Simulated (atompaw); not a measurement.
**An all-electron radial function and its pseudo partner (Be)**

Columns: radius, all-electron u(r) and pseudo u(r) of the 2p shell (level -2.02 eV) of beryllium in the configuration 1s2 2s2 2p0; PBE, non-relativistic, PAW (atompaw) scheme, atompaw 4.2.0.5.

```csv
r (bohr),all-electron,pseudo
0.115,0.0161,0.0041
0.231,0.0530,0.0165
0.346,0.0988,0.0365
0.462,0.1480,0.0636
0.577,0.1965,0.0965
0.692,0.2428,0.1342
0.808,0.2862,0.1757
0.923,0.3253,0.2190
1.038,0.3605,0.2630
1.154,0.3927,0.3068
1.269,0.4216,0.3483
1.385,0.4474,0.3872
1.500,0.4693,0.4220
1.615,0.4876,0.4523
1.731,0.5026,0.4778
1.846,0.5142,0.4981
1.962,0.5228,0.5136
2.077,0.5285,0.5241
2.192,0.5317,0.5304
2.308,0.5325,0.5329
2.423,0.5312,0.5322
2.538,0.5281,0.5290
2.654,0.5232,0.5238
2.769,0.5170,0.5173
2.885,0.5095,0.5096
3.000,0.5010,0.5010
```

Q: How many radial nodes do the two functions have?

A: The all-electron 2p function has n − l − 1 = 0; the pseudo-wave has 0.

Q: Is the pseudo-wave norm-conserving?

A: No, it belongs to a PAW set: the norm inside the radius is not constrained, and the difference is carried by the augmentation charge.
